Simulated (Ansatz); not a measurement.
Input file for Ansatz (a program for electronic structure): R-CCSD(T)/cc-pVTZ on CH6Ge (SMILES [CH3][GeH3]), a point of a torsion scan. The run froze 15 orbitals, filled d shells among them.

Ansatz 0.2 input:
```yaml
crystal:
  periodic: [false, false, false]
  atoms:
    - {symbol: C, position_ang: [-1.03625198, -0.08011104, 0.01011099]}
    - {symbol: Ge, position_ang: [0.91655237, 0.06838821, -0.01703285]}
    - {symbol: H, position_ang: [-1.45894176, 0.53783646, 0.79857063]}
    - {symbol: H, position_ang: [-1.34227687, -1.10864230, 0.18521952]}
    - {symbol: H, position_ang: [-1.46067625, 0.24279805, -0.93740255]}
    - {symbol: H, position_ang: [1.51556125, -0.37193712, 1.27893260]}
    - {symbol: H, position_ang: [1.35348781, 1.47687820, -0.25672796]}
    - {symbol: H, position_ang: [1.51301697, -0.77562279, -1.09594082]}
basis:
  gaussian:
    orbitals: cc-pVTZ
magnetization: {spin_polarized: false}
correlation: {method: ccsd_t, electrons: outside_noble_gas}
scf: {lower_state_search: off}
```

The log:

```
WARN ansatz: RAYON_NUM_THREADS=1 ignored (pool sized by the plan → 1); use --threads N
Functional definition: HF
these checks for a lower state are left out or cut short: stability, starts, cluster_reference, orbital_swaps, neighbouring_geometries, increment
integrals: 0.40 GiB planned
891 factors; integrals over basis functions are off by at most 1.3e-3 eV
mean field: 0.39 GiB planned
mean field evaluation 1: about -57598.6770 eV, gradient 2.4e1 eV
mean field evaluation 2: about -57598.7208 eV, gradient 2.4e1 eV
mean field evaluation 4: about -57600.3158 eV, gradient 2.3e0 eV
mean field evaluation 8: about -57600.3379 eV, gradient 1.2e-1 eV
mean field -57600.33797176 eV, -2116.7733775508 hartree, gradient 9.0e-6 eV, S^2 0.000000; 0 other end points of the search recorded, 0 dependent functions left out
15 core orbitals not correlated
reference -57600.33797176 eV, -2116.7733775508 hartree; 7, 7 occupied and 135, 135 virtual orbitals, 891 factors
second order -8.53749090 eV of doubles, -0.00000000 eV of singles
coupled cluster: 0.87 GiB planned
cycle   1  -9.25039778 eV  change   -7.1e-1 eV  update   6.3e-2
cycle   2  -9.53323917 eV  change   -2.8e-1 eV  update   2.0e-2
cycle   3  -9.55757440 eV  change   -2.4e-2 eV  update   5.7e-3
cycle   4  -9.55642519 eV  change    1.1e-3 eV  update   1.7e-3
cycle   5  -9.55614540 eV  change    2.8e-4 eV  update   4.1e-4
cycle   6  -9.55608565 eV  change    6.0e-5 eV  update   1.2e-4
cycle   7  -9.55609325 eV  change   -7.6e-6 eV  update   3.4e-5
cycle   8  -9.55609880 eV  change   -5.5e-6 eV  update   1.0e-5
perturbative correction -0.30094461 eV, -0.0110595106 hartree
Total energy: -57610.19501517 eV, -2117.1356172148 hartree
Checks for a lower state left out: stability, starts, cluster_reference, orbital_swaps, neighbouring_geometries, increment
```

The run converged.

Cost: about 17 core-seconds (a rough figure).
